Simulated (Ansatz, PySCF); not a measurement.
Stretching the Br1–Br2 bond in Br2 (multiplicity 1 held). Energies count from the point at 2.316 Å.


Restricted levels (R-, RO-) in cc, def2 and unpolarised 6-31G sets keep to the state of the molecule at rest. Unrestricted levels (U-) break spin symmetry where that is lower. Active spaces are followed from rest. Left out are points that failed, MP2 points that dive below the minimum, coupled-cluster points behind a jump of the amplitudes or a sharp parting from full CI or MRCI, small-basis points behind a change of solution, and semi-empirical points at long bonds. Levels need not reach the same state.

Correlated levels freeze the cores. Filled d and f shells under p-block atoms count as core. Rows in 3-21G carry no dispersion term and start afresh at each structure; the Pople sets are all-electron and without relativity.

Codes used: Ansatz (Gaussian orbitals); PySCF for 3-21G rows. 

Energies in kcal/mol.

```
R (Å)  R-HF/3-21G  R-B3LYP/cc-pVTZ  U-MP2/cc-pVTZ  R-SCS-MP2/cc-pVTZ  R-CCSDT(Q)/cc-pVTZ  FIC-MRCISD+Q on CASSCF(14,8)/cc-pVTZ
-----  ----------  ---------------  -------------  -----------------  ------------------  ------------------------------------
1.853       121.8             75.1           72.7               74.9                76.7                                  76.7
2.084        30.9             12.6           10.7               11.7                12.7                                  12.7
2.316         0.0              0.0            0.0                0.0                 0.0                                   0.0
2.547        -1.6              6.6           17.9                7.8                 6.4                                   6.4
2.779         9.9             19.3           35.1               21.6                18.0                                  17.9
3.126        34.1             39.1           44.7               41.2                33.0                                  32.6
3.474        57.1             54.9           47.7               54.2                41.1                                  40.7
4.053        85.6             71.3           48.6               60.0                45.0                                  44.9
4.631         ___             79.6           48.8               51.6                45.4                                  45.3
5.326       112.9             84.1           49.1               32.2                45.4                                  45.5
6.252       119.5             86.5           49.2                1.6                45.3                                  45.6
7.410         ___             87.7           49.2           left out                45.3                                  45.6
9.263       129.2             88.7           49.2           left out                45.2                                  45.6
```

### Question
Some entries are withheld; supply them.

### Answer

- 7.410, R-HF/3-21G: 124.9
- 4.631, R-HF/3-21G: 102.4

Doubts at one or more of the structures used: a restricted determinant that unrestricted orbitals would lower (R-HF/3-21G, R-B3LYP/cc-pVTZ, R-SCS-MP2/cc-pVTZ, R-CCSDT(Q)/cc-pVTZ); a spin-contaminated determinant (U-MP2/cc-pVTZ); other coupled-cluster roots lie near (R-CCSDT(Q)/cc-pVTZ).

Ansatz is a quantum-chemistry and plane-wave program.
